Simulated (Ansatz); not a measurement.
Isolated molecules relaxed with PBE0-D4/def2-TZVP in Ansatz; ΔE leaves out vibrations. CCSD(T)/CBS adds triple-zeta CCSD(T) − MP2 to the extrapolated MP2 energy (def2 sets, frozen cores). This one scheme is used for every species, atoms too. Functionals use def2-TZVPP. B3LYP here is the variant with VWN-RPA as its local correlation; programs differ in this. HSE06 is defined as in plane-wave codes. No spin–orbit coupling; open shells (•) take unrestricted orbitals. Spin–orbit coupling would lower the free atoms: a little for B, C, F. Each species was taken in one conformer, which may not be the lowest.

`CN(C)BF` → B• + 2 C• + F• + 7 H• + N•  (atomization)

`CN(C)BF`:

Cartesian coordinates in Å:
```
C -0.814 -0.726 -0.818
N 0.134 0.069 -0.079
C -0.165 0.204 1.328
B 1.242 0.652 -0.683
F 2.096 1.384 0.047
H -1.820 -0.293 -0.760
H -0.520 -0.777 -1.865
H -0.867 -1.746 -0.420
H -1.142 0.678 1.474
H -0.193 -0.777 1.816
H 0.594 0.814 1.814
H 1.455 0.517 -1.853
```

| level | ΔE (eV) | difference from CCSD(T)/CBS |
| --- | --- | --- |
| LDA (SPW92) | 56.34 | 7.12 |
| PBE-D4 | 50.38 | 1.16 |
| revPBE-D4 | 49.16 | -0.06 |
| BLYP-D4 | 49.45 | 0.23 |
| r2SCAN-D4 | 49.41 | 0.19 |
| B97M-V | 49.38 | 0.16 |
| PBE0-D4 | 49.55 | 0.33 |
| B3LYP-D4 | 49.53 | 0.31 |
| r2SCANh-D4 | 49.15 | -0.07 |
| HSE06-D4 | 49.58 | 0.36 |
| BHLYP-D4 | 48.19 | -1.03 |
| CAM-B3LYP-D4 | 49.81 | 0.59 |
| ωB97X-V | 49.42 | 0.20 |
| ωB97M-V | 49.53 | 0.31 |
| B2PLYP | 49.01 | -0.21 |
| PBE-QIDH | 49.11 | -0.11 |
| PBE | 50.18 | 0.96 |
| revPBE | 48.45 | -0.77 |
| BLYP | 49.00 | -0.22 |
| r2SCAN | 49.36 | 0.14 |
| PBE0 | 49.38 | 0.16 |
| B3LYP | 49.21 | -0.01 |
| r2SCANh | 49.09 | -0.13 |
| r2SCAN0 | 48.71 | -0.51 |
| HSE06 | 49.43 | 0.21 |
| BHLYP | 47.98 | -1.24 |
| CAM-B3LYP | 49.64 | 0.42 |
| HF/def2-SVP | 37.44 | -11.78 |
| MP2/def2-SVP | 47.80 | -1.42 |
| CCSD(T)/def2-SVP | 47.23 | -1.99 |
| HF/def2-TZVPP | 36.82 | -12.40 |
| MP2/def2-TZVPP | 48.87 | -0.35 |
| SCS-MP2/def2-TZVPP | 48.70 | -0.52 |
| CCSD/def2-TZVPP | 47.46 | -1.76 |
| CCSD(T)/def2-TZVPP | 48.09 | -1.13 |
| HF/def2-QZVPP | 36.88 | -12.34 |
| MP2/def2-QZVPP | 49.54 | 0.32 |
| HF/CBS(def2) | 36.89 | -12.33 |
| MP2/CBS(def2) | 50.00 | 0.78 |
| CCSD/CBS(def2) | 48.60 | -0.62 |
| CCSD(T)/CBS | 49.22 | 0 |

**Question.** What do rigid-rotor, harmonic-oscillator terms from PBE0-D4/def2-TZVP frequencies (298.15 K, 1 bar) make of the CCSD(T)/CBS value? (An estimate is asked.)

**Answer.** Ansatz gave: ΔZPE = -2.70 eV, ΔH = +47.10 eV, ΔS = 1269 J/(mol·K), ΔG = +43.18 eV. Open shells count their whole term as degenerate.

Largest T1 diagnostic among the species: 0.014.

From BLYP to BHLYP (50 % exact exchange), in def2-TZVPP and without D4, ΔE moves by −1.02 eV: exact exchange takes away binding that semilocal exchange gives to molecules. Leaving LDA and LC-ωPBE aside and taking each functional with its dispersion term where it has one, the values spread over 2.19 eV, from BHLYP-D4 to PBE-D4. LDA lies +6.15 eV from PBE without D4, its usual overbinding.

For atomizations the MP2-based limit and the directly extrapolated one differ by several kJ/mol either way, and by 10 to 25 for some Ge, Se and Sn compounds, so smaller differences from it don't rank the levels.
